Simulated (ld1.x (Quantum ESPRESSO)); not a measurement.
Reading a pseudo-wave (C)

Columns: radius, all-electron u(r) and pseudo u(r) of the 2s shell (level -13.87 eV) of carbon in the configuration [He] 2s1.5 2p2.5; LDA (PZ), scalar-relativistic, PAW scheme, ld1.x (Quantum ESPRESSO) 7.5.

```
r (bohr)  all-electron   pseudo
   0.072        0.2886  -0.0869
   0.145        0.3524  -0.1738
   0.217        0.2947  -0.2570
   0.290        0.1757  -0.3377
   0.362        0.0339  -0.4128
   0.435       -0.1138  -0.4835
   0.507       -0.2518  -0.5470
   0.580       -0.3778  -0.6048
   0.652       -0.4856  -0.6549
   0.725       -0.5773  -0.6985
   0.798       -0.6519  -0.7349
   0.870       -0.7097  -0.7640
   0.942       -0.7532  -0.7865
   1.015       -0.7844  -0.8029
   1.088       -0.8043  -0.8132
   1.160       -0.8142  -0.8178
   1.232       -0.8162  -0.8171
   1.305       -0.8112  -0.8113
   1.378       -0.8006  -0.8006
   1.450       -0.7856  -0.7856
   1.522       -0.7669  -0.7669
   1.595       -0.7452  -0.7452
   1.668       -0.7212  -0.7212
   1.740       -0.6961  -0.6961
   1.812       -0.6698  -0.6698
   1.885       -0.6426  -0.6426
```

Question: How many radial nodes do the two functions have?

Answer: The all-electron 2s function has n − l − 1 = 1; the pseudo-wave has 0, since the states of the same l below it are removed with the core.

Question: At about which radius was the pseudo-wave matched?

Answer: 1.35 bohr, where the columns begin to agree (steps of 0.07 bohr).

Question: Where does each function peak?

Answer: Outermost all-electron maximum near 1.23 bohr, pseudo maximum near 1.16 bohr (to the table’s step).

Question: Is the pseudo-wave norm-conserving?

Answer: No, it belongs to a PAW set: the norm inside the radius is not constrained, and the difference is carried by the augmentation charge.
